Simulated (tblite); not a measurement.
C7H13GeN.
Atom-mapped SMILES: `[CH3:1][C@:2]1([C:3]#[N:4])[CH2:5][CH2:6][CH2:7][CH2:8][GeH2:9]1` (hydrogens: H10, H11, H12 on C1; H13, H14 on C5; H15, H16 on C6; H17, H18 on C7; H19, H20 on C8; H21, H22 on Ge9)

Computed with GFN2-xTB (tblite), gas phase: L-BFGS steps from a force-field or distance-geometry start until the largest atomic force falls under 0.01 eV/Å.

Step 9: E = -718.9509 eV
```
atom  x, y, z in Å  |  force x, y, z in eV/Å
C1     -2.5969    0.0506    0.2346    0.220   0.143  -0.014
C2     -1.1268    0.0417   -0.2005   -0.226  -0.097   0.122
C3     -1.0961   -0.0722   -1.6221    0.177  -0.112  -0.467
N4     -1.0212   -0.1637   -2.7641   -0.148   0.105   0.207
C5     -0.3390   -1.1073    0.4481    0.018  -0.249  -0.183
C6      1.0140   -1.3024   -0.2532    0.084   0.007   0.137
C7      2.0919   -0.3841    0.3283   -0.206   0.136  -0.042
C8      1.8277    1.0679   -0.0955    0.143   0.001   0.104
Ge9    -0.0255    1.6268    0.3370    0.095   0.253   0.122
H10    -2.6451    0.2959    1.2903   -0.152  -0.030   0.156
H11    -3.1519    0.7989   -0.3300   -0.005   0.024   0.055
H12    -3.0589   -0.9226    0.0597    0.056   0.048   0.044
H13    -0.9275   -2.0255    0.3984   -0.022  -0.106  -0.137
H14    -0.1995   -0.8928    1.5164    0.050   0.010  -0.111
H15     0.8944   -1.0579   -1.3121    0.069  -0.146   0.032
H16     1.3238   -2.3496   -0.2000    0.021   0.074   0.170
H17     3.0870   -0.6902   -0.0081   -0.094   0.012  -0.077
H18     2.0835   -0.4688    1.4220   -0.004   0.073  -0.104
H19     1.9464    1.1757   -1.1723    0.035  -0.151  -0.156
H20     2.5779    1.7258    0.3479   -0.109   0.033   0.113
H21    -0.2000    1.7255    1.8347   -0.067   0.063   0.039
H22    -0.4685    2.9478   -0.2604    0.068  -0.090  -0.010
```

Step 10: E = -718.9682 eV
```
atom  x, y, z in Å  |  force x, y, z in eV/Å
C1     -2.5968    0.0550    0.2392    0.147   0.082   0.003
C2     -1.1286    0.0347   -0.1981   -0.125   0.034   0.069
C3     -1.0970   -0.0689   -1.6226    0.120  -0.139  -0.305
N4     -1.0312   -0.1566   -2.7649   -0.116   0.105   0.137
C5     -0.3371   -1.1170    0.4453   -0.019  -0.122  -0.206
C6      1.0199   -1.3065   -0.2539    0.024   0.007   0.141
C7      2.0932   -0.3812    0.3263   -0.165   0.111  -0.048
C8      1.8362    1.0716   -0.1000    0.004  -0.006   0.110
Ge9    -0.0252    1.6294    0.3329    0.116   0.210   0.160
H10    -2.6588    0.2933    1.2961   -0.071   0.006   0.136
H11    -3.1560    0.7987   -0.3257    0.035   0.089   0.036
H12    -3.0666   -0.9118    0.0633    0.046  -0.065   0.021
H13    -0.9288   -2.0341    0.3783    0.039  -0.063  -0.052
H14    -0.1963   -0.8981    1.5159    0.004  -0.082  -0.210
H15     0.9056   -1.0781   -1.3193    0.053  -0.140   0.113
H16     1.3281   -2.3529   -0.1795    0.058   0.079   0.129
H17     3.0908   -0.6856   -0.0051   -0.097  -0.008  -0.096
H18     2.0856   -0.4690    1.4203   -0.026   0.104  -0.114
H19     1.9471    1.1771   -1.1814    0.078  -0.132  -0.011
H20     2.5827    1.7269    0.3567   -0.134   0.007   0.013
H21    -0.2107    1.7359    1.8334   -0.039   0.047  -0.008
H22    -0.4666    2.9567   -0.2581    0.066  -0.126  -0.019
```

Step 11: E = -718.9810 eV
```
atom  x, y, z in Å  |  force x, y, z in eV/Å
C1     -2.5948    0.0594    0.2431    0.023   0.009   0.031
C2     -1.1303    0.0301   -0.1967    0.036   0.128  -0.012
C3     -1.0948   -0.0691   -1.6247    0.033  -0.105  -0.048
N4     -1.0402   -0.1503   -2.7668   -0.076   0.086   0.001
C5     -0.3366   -1.1258    0.4401   -0.055   0.016  -0.158
C6      1.0239   -1.3091   -0.2525   -0.036  -0.003   0.087
C7      2.0915   -0.3773    0.3243   -0.075   0.057  -0.033
C8      1.8418    1.0745   -0.1022   -0.118   0.008   0.058
Ge9    -0.0228    1.6346    0.3333    0.087   0.078   0.132
H10    -2.6696    0.2913    1.3024    0.006   0.028   0.077
H11    -3.1579    0.8001   -0.3218    0.071   0.120   0.032
H12    -3.0697   -0.9046    0.0663    0.046  -0.104   0.008
H13    -0.9295   -2.0421    0.3637    0.070  -0.041  -0.009
H14    -0.1939   -0.9026    1.5112   -0.035  -0.148  -0.240
H15     0.9141   -1.0939   -1.3217    0.043  -0.127   0.130
H16     1.3320   -2.3533   -0.1632    0.095   0.053   0.110
H17     3.0900   -0.6824   -0.0051   -0.097  -0.013  -0.102
H18     2.0864   -0.4669    1.4171   -0.041   0.117  -0.074
H19     1.9489    1.1745   -1.1877    0.097  -0.094   0.110
H20     2.5834    1.7285    0.3639   -0.113   0.000  -0.050
H21    -0.2186    1.7437    1.8334   -0.018   0.042  -0.016
H22    -0.4639    2.9602   -0.2574    0.055  -0.108  -0.033
```

Step 12: E = -718.9924 eV
```
atom  x, y, z in Å  |  force x, y, z in eV/Å
C1     -2.5933    0.0632    0.2472   -0.073  -0.048   0.046
C2     -1.1314    0.0287   -0.1958    0.159   0.161  -0.077
C3     -1.0926   -0.0711   -1.6267   -0.051  -0.029   0.168
N4     -1.0496   -0.1430   -2.7688   -0.039   0.056  -0.117
C5     -0.3371   -1.1328    0.4323   -0.078   0.109  -0.081
C6      1.0270   -1.3115   -0.2495   -0.070  -0.022   0.009
C7      2.0888   -0.3731    0.3218    0.012  -0.002  -0.004
C8      1.8443    1.0769   -0.1030   -0.186   0.024  -0.006
Ge9    -0.0190    1.6411    0.3362    0.023  -0.074   0.068
H10    -2.6787    0.2902    1.3091    0.075   0.035   0.004
H11    -3.1579    0.8037   -0.3177    0.096   0.117   0.040
H12    -3.0717   -0.9003    0.0691    0.059  -0.087   0.001
H13    -0.9286   -2.0497    0.3506    0.072  -0.022  -0.002
H14    -0.1926   -0.9100    1.5024   -0.064  -0.175  -0.193
H15     0.9225   -1.1108   -1.3213    0.033  -0.104   0.091
H16     1.3375   -2.3527   -0.1464    0.117   0.022   0.106
H17     3.0876   -0.6799   -0.0070   -0.096  -0.009  -0.103
H18     2.0862   -0.4626    1.4128   -0.047   0.116  -0.003
H19     1.9526    1.1708   -1.1906    0.089  -0.049   0.173
H20     2.5819    1.7297    0.3689   -0.072   0.007  -0.076
H21    -0.2259    1.7515    1.8328    0.000   0.041   0.007
H22    -0.4604    2.9610   -0.2573    0.041  -0.068  -0.052
```

**Question.** Estimate the geometry and energy of step 13. (The exact step hangs on the optimiser's Hessian estimate; all steps are aligned on step 12, rigid shifts and turns removed.)

**Answer.** E = -719.0037 eV, largest force 0.291 eV/Å
```
atom  x, y, z in Å  |  force x, y, z in eV/Å
C1     -2.5935    0.0661    0.2521   -0.097  -0.070   0.036
C2     -1.1312    0.0305   -0.1953    0.190   0.123  -0.102
C3     -1.0924   -0.0734   -1.6275   -0.115   0.070   0.258
N4     -1.0606   -0.1336   -2.7703   -0.010   0.022  -0.158
C5     -0.3385   -1.1379    0.4218   -0.071   0.127  -0.005
C6      1.0300   -1.3148   -0.2459   -0.066  -0.042  -0.058
C7      2.0864   -0.3689    0.3189    0.058  -0.048   0.030
C8      1.8435    1.0793   -0.1031   -0.182   0.026  -0.046
Ge9    -0.0149    1.6471    0.3398   -0.062  -0.190  -0.006
H10    -2.6867    0.2901    1.3161    0.131   0.029  -0.063
H11    -3.1561    0.8098   -0.3124    0.105   0.087   0.053
H12    -3.0741   -0.8978    0.0720    0.082  -0.038  -0.004
H13    -0.9255   -2.0572    0.3359    0.045   0.001  -0.023
H14    -0.1928   -0.9226    1.4900   -0.083  -0.157  -0.075
H15     0.9326   -1.1322   -1.3196    0.024  -0.073   0.016
H16     1.3459   -2.3522   -0.1257    0.113   0.002   0.105
H17     3.0848   -0.6771   -0.0104   -0.090   0.000  -0.100
H18     2.0854   -0.4562    1.4079   -0.043   0.099   0.076
H19     1.9584    1.1676   -1.1903    0.057  -0.002   0.163
H20     2.5792    1.7304    0.3715   -0.033   0.024  -0.073
H21    -0.2342    1.7611    1.8311    0.018   0.036   0.048
H22    -0.4560    2.9611   -0.2575    0.028  -0.028  -0.071
```

The energy changes by -0.0112 eV. The first-order estimate −F·Δx gives -0.0156 eV and the mean of the old and new forces, exact on a quadratic surface, -0.0113 eV. The step makes an angle of 64° with the force vector and moves no atom by more than 0.024 Å.

The cost below is that of the whole relaxation. Time: 1.1 s wall. Hardware: an Arm Neoverse N1 with one thread, no GPU, shared host with 64 logical CPUs at a one-minute load of 61.
